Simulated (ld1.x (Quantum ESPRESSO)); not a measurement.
**What one change does to a pseudopotential (Co, TM)**

```json
{
  "Element": "Co",
  "Generator": "ld1.x (Quantum ESPRESSO) 7.5",
  "Type": "norm-conserving Troullier–Martins (Kleinman–Bylander form)",
  "Functional": "PBE",
  "Relativity": "scalar-relativistic",
  "Frozen core": "[Ar]",
  "Valence charge": "9",
  "Reference configuration": "3d7 4s1.5 4p0 (charge +0.5)",
  "Partial waves": "4s (bound): rc 2.30 bohr; 4p (bound, empty): rc 3.00 bohr; 3d (bound): rc 1.20 bohr",
  "Local potential": "the d channel",
  "Core correction": "none"
}
```

Change: all radii scaled by about 1.27 (s 2.92, p 3.82, d 1.52 bohr).

Cutoffs: the cutoffs (Ry, on a coarse ladder) from which the occupation-weighted sum of valence levels, in a spherical-Bessel basis at the reference potential, stays within 10 and 1 mRy of its value at 400 Ry; they do not see the model core or the augmentation charge, which bear on the density cutoff. Errors are all-electron minus pseudo energies relative to the spin-unpolarised reference configuration.

Question: What does the change do?

Answer: The potential gets softer (160 Ry and 260 Ry → 110 Ry and 180 Ry); both files keep a bound ghost (p, s); of the 7 tests that both files solve, the error grows in 2 and shrinks in 4 by more than 15 % and 0.3 meV (median size 58.8 → 39.5 meV). A larger radius leaves more room for a smooth pseudo-wave, so fewer plane waves are needed.

| quantity | base | changed |
| --- | --- | --- |
| cutoff, loose | 160 Ry | 110 Ry |
| cutoff, tight | 260 Ry | 180 Ry |
| loose cutoff by channel (10 mRy a level) | s 8 Ry, d 140 Ry | s 10 Ry, d 90 Ry |
| bound ghosts | s, p | s, p |
| error for 3d7 4s2 4p0, meV [ΔE -3.60 eV] | +1.7 | +2.1 |
| error for 3d7 4s1 4p0, meV [ΔE 5.43 eV] | +2.5 | +2.4 |
| error for 3d7 4s0 4p0, meV [ΔE 22.21 eV] | +59 | +39 |
| error for 3d7 4s0 4p2, meV [ΔE 5.38 eV] | +11 | +2.9 |
| error for 3d5 4s0 4p0, meV [ΔE 113.44 eV] | -374 | -850 |
| error for 3d8 4s1 4p0, meV [ΔE -4.81 eV] | -72 | -45 |
| error for 3d6 4s2 4p1, meV [ΔE 6.06 eV] | -201 | -104 |

 A true bound ghost makes a file unfit for plane-wave use even where its test errors are small: the radial tests pick states by their node count and pass the ghost by.
